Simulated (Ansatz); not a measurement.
Au₂H₂S₂Si, SMILES [Au][S][SiH2][S][Au], multiplicity 1.

Geometry optimised at B3LYP-D3(BJ)/def2-SVP. The spin state was assumed, not searched. The def2 effective core potentials stand for the cores of Au; spin–orbit coupling is left out. The values are those of a single conformer.

Two levels are set side by side: PBE/def2-TZVPD (Ansatz, a quantum-chemistry and plane-wave program) and PBE0/def2-TZVPD (Ansatz). Energy differences of separate SCF runs at the same geometry; the states with an electron removed or added have multiplicity 2 and 2. Differences are taken from unrounded values.

```json
[
 {"quantity": "vertical ionisation energy (eV)", "PBE": "8.04"},
 {"quantity": "vertical electron affinity (eV)", "PBE": "2.57"},
 {"quantity": "vertical singlet–triplet gap (eV)", "PBE": "1.28"}
]
```

Task: These are the PBE values. What does PBE0 give? (The exact figures need the calculation; the answer reports its results.)

Result: 
```csv
quantity,PBE0,PBE minus PBE0
vertical ionisation energy (eV),8.25,-0.21
vertical electron affinity (eV),2.27,0.31
vertical singlet–triplet gap (eV),1.68,-0.41
```
